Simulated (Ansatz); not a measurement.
`O[SiH](F)[AlH2]` + HI → `O[SiH](F)I` + `[AlH3]` at 700 K and 1 bar (cleavage of the Si–Al bond).

Isolated molecules relaxed with PBE0-D4/def2-TZVP in Ansatz; ΔE leaves out vibrations. CCSD(T)/CBS is the MP2 limit (def2-TZVPP, def2-QZVPP) plus CCSD(T) − MP2 in def2-TZVPP, frozen cores. This one scheme is used for every species. def2 core potentials past Kr. For I outer-core shells are correlated without core-valence functions, which leaves a few kJ/mol of doubt a bond. Each species was taken in one conformer, which may not be the lowest.

```
          species  CCSD(T)/CBS energy (Eh)  H − E (kJ/mol)  S (J/(mol·K))
`O[SiH](F)[AlH2]`               -708.55508           175.3          451.9
               HI               -298.03592            34.6          231.7
     `O[SiH](F)I`               -762.85028           127.1          410.4
         `[AlH3]`               -243.78045            80.2          251.4
```

H − E and S are ideal-gas, rigid-rotor, harmonic terms from PBE0-D4/def2-TZVP, for one conformer and one mirror image of each species. 1 Eh = 2625.50 kJ/mol, R = 8.31446 J/(mol·K).

Task: By hand: ΔE, ΔH, ΔS and ΔG.

Result: ΔE = (-762.85028) + (-243.78045) − (-708.55508) − (-298.03592) = -0.03973 Eh = -104.3 kJ/mol. Δ(H − E) = 127.1 + 80.2 − 175.3 − 34.6 = -2.6, so ΔH = -106.9 kJ/mol. ΔS = 410.4 + 251.4 − 451.9 − 231.7 = -21.8 J/(mol·K). ΔG = -106.9 − 700 × (-21.8)/1000 = -91.6 kJ/mol.

Task: By hand: the equilibrium constant, and the temperature at which ΔG would vanish if ΔH and ΔS stayed fixed.

Result: log₁₀ K = −ΔG/(RT ln 10) = 6.8. ΔG = 0 at ΔH/ΔS = 4904 K, far beyond where these terms or the molecules hold.

ΔH outweighs TΔS. A doubt of 5 kJ/mol in ΔE shifts log₁₀ K by 0.4 here. Other conformers and mirror images would add mixing entropy, several J/(mol·K) or more a flexible species. Modes under 60 cm⁻¹, often nearly free rotors, make the harmonic entropy too high. These are equilibria of isolated gas molecules and say nothing of rates. Largest T1 diagnostic: 0.012 (customary marks: 0.02 for closed shells, 0.045 for open ones).
